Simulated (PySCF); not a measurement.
Spinor energies of Cl (chlorine, neutral)

Start: [Ne] 3s2 3p5; 3p1/2 filled at m_j = -1/2, +1/2; 3p3/2 filled at m_j = -1/2, +1/2, +3/2. Calculated with PySCF 2.14 in x2c-TZVPall-2c with one added diffuse shell each of s, p type (6s7p2d1f, 44 functions): generalised Hartree-Fock with the X2C-1e Hamiltonian and a Gaussian nucleus; one run each with spin-orbit coupling (SO) switched off, then screened by Boettger's factors.

| spinor shell | electrons | ε, spin-free (eV) | ε, screened SO (eV) | weight of nominal j (screened SO) | rms radius, screened SO (bohr) |
| --- | --- | --- | --- | --- | --- |
| 1s1/2 | 2 | -2864.2 | -2864.2 | 1.000 | 0.105 |
| 2s1/2 | 2 | -290.46 | -290.44 | 1.000 | 0.479 |
| 2p1/2 | 2 | -219.69 | -221.04 | 0.993 | 0.449 |
| 2p3/2 | 4 | -219.69 | -219.00 | 0.996 | 0.452 |
| 3s1/2 | 2 | -29.406 | -29.399 | 0.999 | 1.67 |
| 3p1/2 | 2 | -13.805 | -13.802 | 0.646 | 2.02 |
| 3p3/2 | 3 | -13.805 | -13.811 | 0.764 | 2.02 |

| quantity | spin-free | screened SO |
| --- | --- | --- |
| E (hartree) | -460.88325 | -460.88571 |
| M_J | 3/2 | 3/2 |
| ⟨J²⟩ | 3.763 | 3.763 |
| ⟨L²⟩ | 2.009 | 2.009 |
| ⟨S²⟩ | 0.754 | 0.754 |

Each row is a mean over spinors that exchange with the open shell spreads, by up to 3.348 eV (3s1/2).

Rows whose weight is well below 1 are mixtures of j = l ± 1/2: exchange outweighs spin-orbit coupling there, and the label is only the starting occupation.

Without spin-orbit coupling the j labels of p, d and f shells carry no meaning; the spin-free column gives the mean over the occupied spinors of each nl shell.
